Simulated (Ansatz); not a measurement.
Consider the ligand exchange at a B–N bond: `BN1[SiH2][SiH]1Cl` + `C[NH][GeH3]` → `B[N](C)[GeH3]` + `Cl[SiH]1N[SiH2]1`.

Calculated with Ansatz (gas phase, PBE0-D4/def2-TZVP geometries, no zero-point term in ΔE). CBS: MP2 limit from def2 TZ/QZ plus the TZ coupled-cluster correction, frozen cores. DFT in def2-TZVPP. B3LYP here is the variant with VWN-RPA as its local correlation; programs differ in this. HSE06 is defined as in plane-wave codes. For Ge outer-core shells are correlated without core-valence functions, which leaves a few kJ/mol of doubt a bond. Scalar relativity is left out up to krypton.

```json
{"level": "LDA (SPW92)", "ΔE (kcal/mol)": "-12.6", "difference from CCSD(T)/CBS": "-2.4"}
{"level": "PBE-D4", "ΔE (kcal/mol)": "-10.0", "difference from CCSD(T)/CBS": "0.2"}
{"level": "revPBE-D4", "ΔE (kcal/mol)": "-9.4", "difference from CCSD(T)/CBS": "0.8"}
{"level": "BLYP-D4", "ΔE (kcal/mol)": "-9.0", "difference from CCSD(T)/CBS": "1.2"}
{"level": "r2SCAN-D4", "ΔE (kcal/mol)": "-10.0", "difference from CCSD(T)/CBS": "0.2"}
{"level": "B97M-V", "ΔE (kcal/mol)": "-9.6", "difference from CCSD(T)/CBS": "0.6"}
{"level": "PBE0-D4", "ΔE (kcal/mol)": "-9.7", "difference from CCSD(T)/CBS": "0.5"}
{"level": "r2SCANh-D4", "ΔE (kcal/mol)": "-9.9", "difference from CCSD(T)/CBS": "0.3"}
{"level": "HSE06-D4", "ΔE (kcal/mol)": "-9.7", "difference from CCSD(T)/CBS": "0.5"}
{"level": "BHLYP-D4", "ΔE (kcal/mol)": "-8.6", "difference from CCSD(T)/CBS": "1.6"}
{"level": "ωB97X-V", "ΔE (kcal/mol)": "-9.6", "difference from CCSD(T)/CBS": "0.6"}
{"level": "ωB97M-V", "ΔE (kcal/mol)": "-10.1", "difference from CCSD(T)/CBS": "0.1"}
{"level": "B2PLYP", "ΔE (kcal/mol)": "-9.6", "difference from CCSD(T)/CBS": "0.6"}
{"level": "PBE-QIDH", "ΔE (kcal/mol)": "-10.1", "difference from CCSD(T)/CBS": "0.1"}
{"level": "PBE", "ΔE (kcal/mol)": "-10.0", "difference from CCSD(T)/CBS": "0.2"}
{"level": "revPBE", "ΔE (kcal/mol)": "-8.9", "difference from CCSD(T)/CBS": "1.3"}
{"level": "BLYP", "ΔE (kcal/mol)": "-8.9", "difference from CCSD(T)/CBS": "1.3"}
{"level": "r2SCAN", "ΔE (kcal/mol)": "-10.0", "difference from CCSD(T)/CBS": "0.2"}
{"level": "PBE0", "ΔE (kcal/mol)": "-9.7", "difference from CCSD(T)/CBS": "0.5"}
{"level": "B3LYP", "ΔE (kcal/mol)": "-9.0", "difference from CCSD(T)/CBS": "1.2"}
{"level": "r2SCANh", "ΔE (kcal/mol)": "-10.0", "difference from CCSD(T)/CBS": "0.2"}
{"level": "r2SCAN0", "ΔE (kcal/mol)": "-9.9", "difference from CCSD(T)/CBS": "0.3"}
{"level": "HSE06", "ΔE (kcal/mol)": "-9.7", "difference from CCSD(T)/CBS": "0.5"}
{"level": "BHLYP", "ΔE (kcal/mol)": "-8.7", "difference from CCSD(T)/CBS": "1.5"}
{"level": "CAM-B3LYP", "ΔE (kcal/mol)": "-9.7", "difference from CCSD(T)/CBS": "0.5"}
{"level": "LC-ωPBE", "ΔE (kcal/mol)": "-10.4", "difference from CCSD(T)/CBS": "-0.2"}
{"level": "RPA@PBE/def2-TZVPP", "ΔE (kcal/mol)": "-10.0", "difference from CCSD(T)/CBS": "0.2"}
{"level": "HF/def2-SVP", "ΔE (kcal/mol)": "-6.4", "difference from CCSD(T)/CBS": "3.8"}
{"level": "MP2/def2-SVP", "ΔE (kcal/mol)": "-10.0", "difference from CCSD(T)/CBS": "0.2"}
{"level": "CCSD/def2-SVP", "ΔE (kcal/mol)": "-9.6", "difference from CCSD(T)/CBS": "0.6"}
{"level": "CCSD(T)/def2-SVP", "ΔE (kcal/mol)": "-9.9", "difference from CCSD(T)/CBS": "0.3"}
{"level": "HF/def2-TZVPP", "ΔE (kcal/mol)": "-6.7", "difference from CCSD(T)/CBS": "3.5"}
{"level": "MP2/def2-TZVPP", "ΔE (kcal/mol)": "-10.5", "difference from CCSD(T)/CBS": "-0.3"}
{"level": "SCS-MP2/def2-TZVPP", "ΔE (kcal/mol)": "-9.9", "difference from CCSD(T)/CBS": "0.3"}
{"level": "CCSD/def2-TZVPP", "ΔE (kcal/mol)": "-10.0", "difference from CCSD(T)/CBS": "0.2"}
{"level": "CCSD(T)/def2-TZVPP", "ΔE (kcal/mol)": "-10.4", "difference from CCSD(T)/CBS": "-0.2"}
{"level": "HF/def2-QZVPP", "ΔE (kcal/mol)": "-6.7", "difference from CCSD(T)/CBS": "3.5"}
{"level": "MP2/def2-QZVPP", "ΔE (kcal/mol)": "-10.4", "difference from CCSD(T)/CBS": "-0.2"}
{"level": "SCS-MP2/def2-QZVPP", "ΔE (kcal/mol)": "-9.8", "difference from CCSD(T)/CBS": "0.4"}
{"level": "HF/CBS(def2)", "ΔE (kcal/mol)": "-6.7", "difference from CCSD(T)/CBS": "3.5"}
{"level": "CCSD(T)/CBS", "ΔE (kcal/mol)": "-10.2", "difference from CCSD(T)/CBS": "0"}
```

Largest T1 diagnostic among the species: 0.013.

In def2-TZVPP, CCSD(T) changes the Hartree–Fock value by −3.7 kcal/mol (the triples alone add −0.4 kcal/mol) and MP2 by −3.9 kcal/mol. Leaving LDA and LC-ωPBE aside and taking each functional with its dispersion term where it has one, the values spread over 1.5 kcal/mol, from PBE-QIDH to BHLYP-D4. LDA lies −2.6 kcal/mol from PBE without D4.
